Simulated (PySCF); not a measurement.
Vertical excitations of a molecule C3H11NSi2 from PySCF with TDA-PBE/def2-SVPD, as energy in eV (oscillator strength): 4.46 (0.003), 4.98 (0.020), 5.24 (0.013), 5.48 (0.042), 5.54 (0.021), 5.60 (0.118). Lowest triplet (TDA): 3.73 eV. The structure is a stationary point at B3LYP-D3(BJ)/def2-SVP. The values are those of a single conformer.

Task: Pick the molecule that these values belong to.
A. C=C([SiH3])N(C)[SiH3]
B. C[SiH2]C/C=N/[SiH3]
C. C[Si@H]1CN[C@@H]1[SiH3]
D. C=CCN([SiH3])[SiH3]

Result: A, C=C([SiH3])N(C)[SiH3]
